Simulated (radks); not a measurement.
Neutral caesium inside a hard spherical wall (all orbitals vanish at R), configuration held at [Xe] 6s1 and not refilled when levels cross. Calculated with a radial shooting solver on a logarithmic mesh with Libxc functionals: scalar-relativistic Kohn-Sham, LDA (Slater exchange, VWN5 correlation), spin-polarised, spherical densities, point nucleus; open shells are filled with parallel spins first (spin-orbit coupling, left out, can overturn this in heavy ions). Eigenvalues in eV for spin up, with the zero of energy where the potential of the charges vanishes at infinity; a dash marks a level that is unbound or too diffuse for the functional's potential to be trusted. A positive occupied level is held by the wall or, in an anion where self-interaction has pushed it up, behind a barrier. The pressure on the wall is -dE/dV.

| R (bohr) | E (hartree) | kinetic (hartree) | e(4d) | e(5s) | e(5p) | e(6s) | e(6p, empty) | e(5d, empty) | pressure (GPa) |
|---|---|---|---|---|---|---|---|---|---|
| free | -7780.8601 | 8196.176 | -74.216 | -26.869 | -13.595 | -2.389 | -0.884 | -0.594 | 0 |
| 15 | -7780.8599 | 8196.177 | -74.195 | -26.849 | -13.575 | -2.374 | -0.816 | -0.557 | 0.00135 |
| 12 | -7780.8585 | 8196.188 | -74.087 | -26.743 | -13.473 | -2.281 | -0.569 | -0.421 | 0.0196 |
| 5 | -7780.5339 | 8197.502 | -70.104 | -23.329 | -10.219 | 7.140 | 13.709 | 5.179 | 30.6 |
| 4 | -7779.8586 | 8200.252 | -65.121 | -19.511 | -6.152 | 21.015 | 31.232 | 11.830 | 184 |
| 3.5 | -7778.9142 | 8203.903 | -59.899 | -15.341 | -1.371 | 36.679 | 49.737 | 19.120 | 522 |
| 3 | -7776.7659 | 8211.640 | -51.184 | -7.436 | 8.039 | 66.196 | 83.200 | 32.795 | 1680 |
| 2.5 | -7771.3904 | 8229.625 | -36.333 | 9.600 | 28.504 | 126.01 | 148.68 | 60.859 | 6350 |
| 2 | -7755.7925 | 8279.097 | -7.607 | 54.457 | 81.060 | 262.30 | 293.22 | 126.74 | 31200 |
| 1.5 | -7698.3044 | 8449.047 | 65.532 | 208.58 | 251.03 | 637.24 | 678.28 | 314.86 | 230000 |
